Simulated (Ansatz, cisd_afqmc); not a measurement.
Species: CH$_{2}$F, charge 1, singlet. CH2F+ (parent SMILES [CH2]F, singlet).
B3LYP-D3(BJ)/def2-TZVP minimum from Ansatz (a quantum-chemistry and plane-wave program):
```
C
F 1 1.2314
H 1 1.0959 2 117.10
H 1 1.0959 3 125.81 2 180.00
```
Charge +1, spin multiplicity 1.

Total energies in cc-pVDZ, 12 correlated electrons, 2 frozen orbitals. Radicals and triplets start from unrestricted determinants; spin-orbit coupling is neglected. Cores are frozen in correlated methods. No relativity. The Monte Carlo rows (phaseless AFQMC, CISD trial, step 0.005/hartree) carry one-sigma bars that omit the constraint's bias. Outlying blocks are dropped, and bars are widened where a walk drifts. Over all cases where full CI ran beside it in this data, AFQMC minus full CI had a median of +0.1 mEh and passed +0.4 mEh in a tenth of the cases. The spin of CH2F+ (parent SMILES [CH2]F, singlet) was assumed, and the state is the lowest solution found for it.

```
method         program         energy (Eh)  minus CCSDTQ (mEh)
----------  ----------  ------------------  ------------------
HF              Ansatz          -138.10341              327.12
MP2             Ansatz          -138.40406               26.47
CCSD            Ansatz          -138.42190                8.63
CCSD(T)         Ansatz          -138.42948                1.04
CCSDT(Q)        Ansatz          -138.43061               -0.08
CCSDTQ          Ansatz          -138.43053                0.00
AFQMC/CISD  cisd_afqmc  -138.4304 ± 0.0003           0.2 ± 0.3
```

Rough core times of Ansatz's runs on a shared machine: CCSD(T) under 20 s, CCSDT(Q) under 20 s, CCSDTQ 8 min.
